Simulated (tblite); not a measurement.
Compound: C5H6N3 (doublet state).
Numbering: `[H]/[N:8]=[C:7]/[c:6]1[n:2]([CH3:1])[cH:3][cH:4][n:5]1` (hydrogens: H9, H10, H11 on C1; H12 on C3; H13 on C4; H14 on N8)
Bond orders are those of one Lewis drawing.

Computed with GFN2-xTB (tblite), gas phase: L-BFGS steps from a force-field or distance-geometry start until the largest atomic force falls under 0.01 eV/Å.

The end geometry, which sets the zero of energy:
```
atom  x, y, z in Å
C1      0.2847    1.6640   -0.0279
N2     -0.3700    0.3924   -0.0189
C3     -1.7128    0.1335   -0.0481
C4     -1.8470   -1.2315   -0.0015
N5     -0.6517   -1.8397    0.0531
C6      0.2577   -0.8434    0.0601
C7      1.5988   -1.0051   -0.0099
N8      2.7417   -1.1125    0.4033
H9     -0.4629    2.4545    0.0101
H10     0.8852    1.7858   -0.9350
H11     0.9473    1.7560    0.8367
H12    -2.4389    0.9186   -0.1007
H13    -2.7503   -1.8094   -0.0052
H14     3.5175   -1.2636   -0.2383
```

**Question.** These geometries come from the run, each turned onto the end geometry. Order them by energy, lowest first.
A.
```
atom  x, y, z in Å
C1      0.1572    1.8230   -0.0447
N2     -0.3670    0.4899   -0.0275
C3     -1.6807    0.1194   -0.0106
C4     -1.7178   -1.2591    0.0029
N5     -0.4556   -1.7305    0.0200
C6      0.3667   -0.6823   -0.0035
C7      1.8141   -0.7666   -0.0033
N8      2.5304   -1.7492    0.1127
H9     -0.6630    2.5600   -0.0116
H10     0.7526    1.9221   -0.9594
H11     0.8353    1.9259    0.8111
H12    -2.4884    0.8132   -0.0204
H13    -2.6402   -1.8390    0.0282
H14     3.5557   -1.6271    0.0839
```
B.
```
atom  x, y, z in Å
C1      0.1782    1.7725   -0.0394
N2     -0.3599    0.4627    0.0042
C3     -1.6902    0.1465   -0.0080
C4     -1.7186   -1.2235    0.0042
N5     -0.5043   -1.7826    0.0085
C6      0.3328   -0.7348    0.0425
C7      1.6579   -0.9651   -0.1680
N8      2.6355   -1.4369    0.4329
H9     -0.6192    2.5253   -0.0182
H10     0.7673    1.9005   -0.9421
H11     0.8400    1.9465    0.8022
H12    -2.4516    0.9046   -0.0100
H13    -2.5515   -1.8777   -0.0192
H14     3.4829   -1.6385   -0.1119
```
C.
```
atom  x, y, z in Å
C1      0.2660    1.6880   -0.0235
N2     -0.3613    0.4024    0.0011
C3     -1.7017    0.1327   -0.0503
C4     -1.8325   -1.2323   -0.0048
N5     -0.6355   -1.8337    0.0699
C6      0.2697   -0.8319    0.0827
C7      1.6054   -1.0133    0.0074
N8      2.7520   -1.1733    0.3943
H9     -0.5024    2.4590    0.0025
H10     0.8636    1.8179   -0.9305
H11     0.9244    1.8154    0.8390
H12    -2.4286    0.9144   -0.1178
H13    -2.7321   -1.8164   -0.0251
H14     3.5123   -1.3295   -0.2672
```
D.
```
atom  x, y, z in Å
C1      0.2096    1.7640   -0.0415
N2     -0.3517    0.4425   -0.0184
C3     -1.6885    0.1325   -0.0192
C4     -1.7750   -1.2376   -0.0106
N5     -0.5595   -1.8032    0.0002
C6      0.3164   -0.7739    0.0214
C7      1.6486   -0.9998   -0.0324
N8      2.7361   -1.3032    0.4285
H9     -0.6057    2.4903   -0.0190
H10     0.8105    1.9262   -0.9422
H11     0.8691    1.9298    0.8152
H12    -2.4483    0.8905   -0.0087
H13    -2.6529   -1.8531   -0.0154
H14     3.4907   -1.6055   -0.1801
```
E.
```
atom  x, y, z in Å
C1      0.1921    1.7860   -0.0399
N2     -0.3545    0.4628   -0.0003
C3     -1.6856    0.1410   -0.0041
C4     -1.7447   -1.2299   -0.0053
N5     -0.5214   -1.7760    0.0068
C6      0.3358   -0.7382    0.0303
C7      1.6696   -0.9793   -0.1380
N8      2.6793   -1.3997    0.4345
H9     -0.6096    2.5296   -0.0189
H10     0.7669    1.9088   -0.9623
H11     0.8380    1.9475    0.8263
H12    -2.4678    0.8792   -0.0069
H13    -2.5969   -1.8749   -0.0192
H14     3.4980   -1.6573   -0.1253
```

**Answer.** C (0.004 eV), D (0.043 eV), E (0.093 eV), B (0.170 eV), A (0.484 eV).

In the order of the answer:

```csv
step,E above end (eV),largest force (eV/Å),rms force component (eV/Å),rms distance from end (Å),rms bond change (Å),bond most changed (Å)
43,0.004,0.19,0.038,0.039,0.001,C6–C7 -0.003
28,0.043,0.17,0.056,0.150,0.003,C1–N2 +0.006
19,0.093,0.88,0.208,0.190,0.006,C7=N8 +0.014
16,0.170,1.63,0.393,0.199,0.010,C7=N8 +0.021
1,0.484,2.59,0.568,0.293,0.028,C6–C7 +0.097
```

The cost below is that of the whole relaxation. The run took 0.38 s wall on one thread, Arm Neoverse V1 (aarch64), no GPU, on a shared host.
